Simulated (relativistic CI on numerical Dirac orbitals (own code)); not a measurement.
Calculated at this level of theory: Dirac-Coulomb-Breit CI, orbitals from a KLI potential per configuration, model QED (radiative potential, 1s self-energy scaled to tabulated hydrogen-like ionisation energies), unscaled Slater integrals (own radial code, finite nucleus).

The strongest absorption lines from the ground level of an ion, among the configurations computed and to levels below about 767 eV (vacuum wavelength in nm, gf): 3.0047 (0.054), 3.0220 (0.71), 3.0557 (0.72), 3.0610 (1.2), 3.2964 (0.047), 3.7538 (0.21), 4.5735 (0.68), 4.6302 (0.34).

(1) Which ion is it?
A. Gd⁴⁷⁺
B. Gd⁴⁹⁺
C. Hf⁵⁵⁺
D. Nd⁴³⁺

Results:

(1) A. Gd⁴⁷⁺ has 17 electrons and the ground level 3s²3p⁵ ²P°3/2; the strongest line goes to 3s²3p⁴3d ²D5/2. The pattern of lines fixes the number of electrons, and along that sequence the line energies rise steadily with the charge (about as its square where n changes within one kind of shell, about linearly where n is kept but much faster in heavy ions where fine structure, which grows about as Z⁴, sets the gap, and irregularly where shells cross), which fixes Z. Configurations outside the model, such as inner-shell arrays, can give stronger lines. At this charge energies of transitions that change n are usually good to better than 1 %, and those within a shell (Δn = 0) to a few per cent.

LS names give the leading component of a level, which can be under half, so a name can repeat, a term be missing and a line seem to break the LS rules.
